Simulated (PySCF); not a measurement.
How methods differ on the excitation energy of Cl+

Cl+ [Ne] 3s2 3p4 (3P) → Cl+ [Ne] 3s1 3p4 3d1 (high-spin determinant), as a difference of total energies. Calculation: PySCF 2.14, in aug-cc-pVDZ-DK (5s4p2d, 27 functions); scalar relativity by spin-free X2C-1e. Correlated levels: valence: [Ne] frozen. The calculations carry no spin-orbit coupling.

```
           method  excitation energy (eV)
              UHF                  26.927
    MP2 (valence)                  27.444
SCS-MP2 (valence)                  27.422
   CCSD (valence)                  26.691
CCSD(T) (valence)                  26.544
```

Task: How much does correlation contribute at CCSD(T) (valence)?

Result: 26.544 − (26.927) = -0.383 eV, measured against UHF.

The upper state lies above the first ionisation limit, where it may autoionise and the basis confines it.

The promoted electron is Rydberg-like, and one or two diffuse shells describe it only roughly, which tends to raise the upper state.

The coupled-cluster amplitudes are large for the upper state (T1 above 0.03 or a double amplitude above 0.15), so a single reference is strained.

The determinant of the upper state mixes LS terms, which raises its energy above the lowest term, most at the Hartree-Fock and MP2 levels.
